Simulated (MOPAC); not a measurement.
MOPAC input (PM3):

```
PM3 PRECISE GNORM=0.05 LET XYZ UHF MS=0.5 GEO-OK AUX(PRECISION=9) THREADS=1
CH2N

C    -0.01202500 1    0.01427600 1   -0.50049700 1
N     0.01768900 1   -0.02100000 1    0.73622100 1
H     0.86542600 1    0.31503100 1   -1.08858400 1
H    -0.91709600 1   -0.25369000 1   -1.06197800 1
```

Output:

```
 *******************************************************************************
 **                                                                           **
 **                              MOPAC v23.2.5                                **
 **                                                                           **
 *******************************************************************************
 ** MOPAC's Digital Object Identifier: https://doi.org/10.5281/zenodo.6511958 **
 **                                                                           **
 ** Please cite the open-source release paper for use of this MOPAC version:  **
 ** J. E. Moussa and J. J. P. Stewart (2026)                                  **
 ** MOPAC: An open-source semiempirical molecular orbital program             **
 ** J. Open Source Softw., 11(119), 8025, https://doi.org/10.21105/joss.08025 **
 *******************************************************************************

                              PM3 CALCULATION RESULTS

 *******************************************************************************
 *  PM3        - The PM3 Hamiltonian to be used
 *  GEO-OK     - OVERRIDE INTERATOMIC DISTANCE AND OTHER SAFETY CHECKS
 *  UHF        - UNRESTRICTED HARTREE-FOCK CALCULATION
 *  MS=        - IN MECI, MAGNETIC COMPONENT OF SPIN =  0.5
 *  LET        - OVERRIDE SOME SAFETY CHECKS
 *  PRECISE    - TIGHTER CRITERIA TO BE USED
 *  XYZ        - CARTESIAN COORDINATE SYSTEM TO BE USED
 *  GNORM      - EXIT WHEN GRADIENT NORM DROPS BELOW 0.050
 *  AUX        - OUTPUT AUXILIARY INFORMATION
 *******************************************************************************
PM3 PRECISE GNORM=0.05 LET XYZ UHF MS=0.5 GEO-OK AUX(PRECISION=9) THREADS=1
 CH2N

   ATOM   CHEMICAL          X               Y               Z
  NUMBER   SYMBOL      (ANGSTROMS)     (ANGSTROMS)     (ANGSTROMS)

     1       C         -0.01202500  *   0.01427600  *  -0.50049700  *
     2       N          0.01768900  *  -0.02100000  *   0.73622100  *
     3       H          0.86542600  *   0.31503100  *  -1.08858400  *
     4       H         -0.91709600  *  -0.25369000  *  -1.06197800  *

          CARTESIAN COORDINATES

    NO.       ATOM           X           Y           Z

     1         C         -0.0120      0.0143     -0.5005
     2         N          0.0177     -0.0210      0.7362
     3         H          0.8654      0.3150     -1.0886
     4         H         -0.9171     -0.2537     -1.0620

  H: (PM3): J. J. P. STEWART, J. COMP. CHEM. 10, 209 (1989).
  C: (PM3): J. J. P. STEWART, J. COMP. CHEM. 10, 209 (1989).
  N: (PM3): J. J. P. STEWART, J. COMP. CHEM. 10, 209 (1989).

           Empirical Formula: C H2 N  =     4 atoms

      MOLECULAR POINT GROUP   :   C2v

          UHF CALCULATION, NO. OF ALPHA ELECTRONS =    6
                           NO. OF BETA  ELECTRONS =    5

          Geometry optimization using EF

          DIAGONAL MATRIX USED AS START HESSIAN

 CYCLE:     1  GRAD.:    32.186 HEAT:  49.66038
 CYCLE:     2  GRAD.:   349.837 HEAT:  81.21523
 CYCLE:     3  GRAD.:    28.411 HEAT:  49.66651
 CYCLE:     4  GRAD.:    94.790 HEAT:  51.49612
 CYCLE:     5  GRAD.:     3.016 HEAT:  49.53129
 CYCLE:     6  GRAD.:     2.132 HEAT:  49.52800
 CYCLE:     7  GRAD.:     0.054 HEAT:  49.52734
 CYCLE:     8  GRAD.:     0.009 HEAT:  49.52734

     GRADIENT =  0.00891 IS LESS THAN CUTOFF =  0.05000

 -------------------------------------------------------------------------------
 PM3 PRECISE GNORM=0.05 LET XYZ UHF MS=0.5 GEO-OK AUX(PRECISION=9) THREADS=1
 CH2N

     GEOMETRY OPTIMISED USING EIGENVECTOR FOLLOWING (EF).
     SCF FIELD WAS ACHIEVED

                              PM3 CALCULATION
                                                       MOPAC v23.2.5 Linux

          FINAL HEAT OF FORMATION =         49.52734 KCAL/MOL =     207.22241 KJ/MOL

          COSMO AREA              =         63.55 SQUARE ANGSTROMS
          COSMO VOLUME            =         45.47 CUBIC ANGSTROMS

          GRADIENT NORM           =          0.00891          =       0.00446 PER ATOM
          IONIZATION POTENTIAL    =         10.544601 EV
          ALPHA SOMO LUMO (EV)    =        -10.545  0.687
          BETA  SOMO LUMO (EV)    =        -12.306 -0.225
          NO. OF ALPHA ELECTRONS  =          6
          NO. OF BETA  ELECTRONS  =          5
          MOLECULAR WEIGHT        =         28.0335         POINT GROUP:  C2v

          MOLECULAR DIMENSIONS (Angstroms)

            Atom       Atom       Distance
            H     3    N     2     2.04261
            H     4    N     2     1.65665
            H     3    C     1     0.00000

          SCF CALCULATIONS        =          9

   ATOM   CHEMICAL          X               Y               Z
  NUMBER   SYMBOL      (ANGSTROMS)     (ANGSTROMS)     (ANGSTROMS)

     1       C         -0.01215149  *   0.01442242  *  -0.50566363  *
     2       N          0.01781132  *  -0.02114447  *   0.74129257  *
     3       H          0.86051160  *   0.31348271  *  -1.08904683  *
     4       H         -0.91220097  *  -0.25210861  *  -1.06258563  *

                             CARTESIAN COORDINATES

   1    C       -0.012151486     0.014422421    -0.505663634
   2    N        0.017811324    -0.021144467     0.741292573
   3    H        0.860511603     0.313482709    -1.089046831
   4    H       -0.912200971    -0.252108612    -1.062585628

           Empirical Formula: C H2 N  =     4 atoms

      MOLECULAR POINT GROUP   :   C2v

          ALPHA EIGENVALUES
 -31.69966 -19.87339 -16.59921 -13.00964 -12.63835 -10.54460   0.68736   2.57263
   3.81433   5.56483

           BETA EIGENVALUES
 -31.61634 -19.41299 -15.69273 -12.38047 -12.30575  -0.22466   0.83981   2.74284
   4.24938   5.77142

              NET ATOMIC CHARGES AND DIPOLE CONTRIBUTIONS

  ATOM NO.   TYPE          CHARGE      No. of ELECS.   s-Pop       p-Pop
    1          C          -0.080651        4.0807     1.20136     2.87929
    2          N          -0.136021        5.1360     1.79523     3.34079
    3          H           0.108336        0.8917     0.89166
    4          H           0.108336        0.8917     0.89166
 DIPOLE           X         Y         Z       TOTAL
 POINT-CHG.    -0.034     0.040    -1.408     1.409
 HYBRID        -0.027     0.032    -1.127     1.128
 SUM           -0.061     0.072    -2.535     2.537

          ATOMIC ORBITAL ELECTRON POPULATIONS

     Atom    s        px        py        pz
    1  C   1.20136   0.97965   0.93948   0.96016
    2  N   1.79523   1.05868   1.06455   1.21755
    3  H   0.89166
    4  H   0.89166

                    (SZ)    =    0.500000
                    (S**2)  =    0.779958

          ATOMIC ORBITAL SPIN POPULATIONS

    Atom   Total    s     px     py     pz
         Atomic
    1  C -0.2816 -0.030 -0.076 -0.139 -0.036
    2  N  1.0452  0.008  0.806  0.214  0.017
    3  H  0.1182  0.118
    4  H  0.1182  0.118

 **********************
 *                    *
 * JOB ENDED NORMALLY *
 *                    *
 **********************

 == MOPAC DONE ==
```

The geometry given is a B3LYP-D3(BJ)/def2-TZVP minimum.
